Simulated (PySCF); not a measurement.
**Ionising PbS**

PBE0; PySCF, scalar-relativistic core potentials, basis sets Pb def2-SVPD with ECP60, S def2-SVPD. Neutral (UKS): singlet (closed shell), Re = 2.316 Å, ωe = 443 cm⁻¹, De = 4.51 eV, HOMO -7.01 eV, LUMO -2.54 eV.

PbS⁺ (UKS): doublet (π ↑), Re = 2.494 Å, ωe = 350 cm⁻¹. The energies at the minima are -590.84229 hartree for PbS and -590.52266 for PbS⁺.

Question: Work out the adiabatic ionisation energy, without and with harmonic zero-point energies (1 hartree = 27.2114 eV, 1 eV = 8065.5 cm⁻¹), and the change of the bond length.

Answer: At PBE0: 0.31963 hartree = 8.698 eV between the minima; the zero-point term (350.0 − 443.0)/2 cm⁻¹ = -0.006 eV makes it 8.692 eV. Re changes by +17.8 pm against the neutral. Minus the HOMO energy is 7.01 eV, -1.69 eV from the value between the minima; self-interaction puts the Kohn–Sham level too high, less so with exact exchange. The electron leaves a π orbital; in so polar a molecule the change of length follows mostly from the change of the ionic charges.

PbS⁻ (UKS): doublet (π ↑), Re = 2.430 Å, ωe = 364 cm⁻¹, De = 3.24 eV to Pb + S⁻. The energies at the minima are -590.84229 hartree for PbS and -590.87374 for PbS⁻.

Question: Work out the adiabatic electron affinity, without and with harmonic zero-point energies (1 hartree = 27.2114 eV, 1 eV = 8065.5 cm⁻¹), and the change of the bond length.

Answer: At PBE0: 0.03145 hartree = 0.856 eV between the minima; the zero-point term (443.0 − 364.0)/2 cm⁻¹ = +0.005 eV makes it 0.861 eV. Re changes by +11.4 pm against the neutral. The electron enters a π orbital; in so polar a molecule the change of length follows mostly from the change of the ionic charges.

These are scalar-relativistic numbers at best; spin–orbit coupling would shift them, the dissociation energy most. For an ion De counts to the pair picked by the measured ionisation energies or electron affinities, which need not be the lowest pair at this level. The highest Kohn–Sham level is positive in this anion. Much of that is self-interaction error, but it also means that the finite basis helps to hold the extra electron. States were picked by a PBE0 search and need not be the measured ground states.
